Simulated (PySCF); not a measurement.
BiF3, charge +1, multiplicity 2. Atoms are numbered in the order given.

```xyz
4

Bi     0.0000     0.0000     0.2044
F      1.5926    -0.9195    -0.6284
F     -1.5926    -0.9195    -0.6284
F      0.0000     1.8390    -0.6284
```
Charge +1, spin multiplicity 2.

The structure is a stationary point at r2SCAN-D4/def2-SVP. The multiplicity is an assumed one; other spin states were not compared. The isomer is the one that the SMILES or the coordinates give; other isomers of the formula were not compared. The def2 effective core potentials stand for the cores of Bi; spin–orbit coupling is left out.

Calculation: PBE/def2-TZVPD (PySCF).

Isolated molecule, no solvent.

Computed frontier levels, dipole moment and polarisability:
- α spin, highest occupied and lowest empty level = -16.12 and -9.77 eV
- β spin, highest occupied and lowest empty level = -16.20 and -15.21 eV
- dipole moment about the centre of nuclear charge = 0.614 e·Å
- mean static polarisability = 43.3 bohr³ (6.42 Å³)
- polarisability, principal values = 31.3, 49.3, 49.3 bohr³
- ⟨S²⟩ = 0.754 (pure state 0.75)
